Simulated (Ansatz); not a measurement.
(CuSH)2 ring (Cu2H2S2). Charge 0, multiplicity 1. Geometry PBE0-D4/def2-SVP, basis def2-TZVP, Ansatz.

Cartesian coordinates in Å:
```
Cu 0.788 0.276 -0.914
S 0.596 1.772 0.835
Cu 0.016 -0.440 1.157
S 0.262 -1.947 -0.576
H -0.649 2.205 0.521
H -1.014 -1.865 -1.023
```

```
run  HOMO (eV)  LUMO (eV)
  A      -6.36      -1.38
  B      -5.03      -2.16
  C      -4.94      -2.45
  D      -8.78       0.42
  E      -5.86      -1.91
  F      -6.06      -1.88
```

LC-ωPBE has ω = 0.4 bohr⁻¹. B3LYP takes the VWN-RPA correlation. HSE06 is defined as in plane-wave codes, on full-range PBE exchange.

Question: The runs used B3LYP, HSE06, LC-ωPBE, PBE, r2SCAN, r2SCAN0. Estimate which is which.

Answer: A r2SCAN0 (25 % exact exchange); B r2SCAN (0 % exact exchange); C PBE (0 % exact exchange); D LC-ωPBE (range-separated); E HSE06 (range-separated); F B3LYP (20 % exact exchange). Exact exchange lowers occupied and raises empty levels; among semilocal functionals meta-GGAs tend to open the gap a little, and such runs are hard to tell apart. The gap grows from 2.49 eV (PBE) to 9.20 eV (LC-ωPBE).
